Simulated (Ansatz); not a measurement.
One change: `NB(F)S` becomes `CB(N)S`.

Ansatz, PBE0-D4/def2-TZVP geometries, multiplicity 1. Each molecule was computed in one conformer, which needn't be the lowest.

```
                                          property  `NB(F)S`
              HOMO–LUMO gap (PBE0/def2-TZVPP) / eV      7.85
  size of the dipole moment (B3LYP/def2-TZVPP) / D      1.73
size of the dipole moment (ωB97M-V/def2-TZVPP) / D      1.73
               HOMO–LUMO gap (PBE/def2-TZVPP) / eV      5.69
             LUMO energy (ωB97M-V/def2-TZVPP) / eV      1.95
    size of the dipole moment (PBE/def2-TZVPP) / D      1.73
```

**Question.** Give the same properties after the change, and the shifts. (Best estimate.)

**Answer.** The calculation gave: 
| property | `CB(N)S` | shift |
| --- | --- | --- |
| HOMO–LUMO gap (PBE0/def2-TZVPP) / eV | 7.58 | -0.27 |
| size of the dipole moment (B3LYP/def2-TZVPP) / D | 2.47 | 0.74 |
| size of the dipole moment (ωB97M-V/def2-TZVPP) / D | 2.49 | 0.76 |
| HOMO–LUMO gap (PBE/def2-TZVPP) / eV | 5.50 | -0.19 |
| LUMO energy (ωB97M-V/def2-TZVPP) / eV | 1.93 | -0.02 |
| size of the dipole moment (PBE/def2-TZVPP) / D | 2.49 | 0.76 |

With PBE0 the HOMO rises by 0.33 eV and the LUMO rises by 0.07 eV, so the gap narrows by about 0.26 eV. PBE moves the HOMO by 0.29 eV and ωB97M-V by 0.32 eV. Dipoles are sizes alone; their direction can turn.

B3LYP here is the variant with VWN-RPA as its local correlation; programs differ in this.
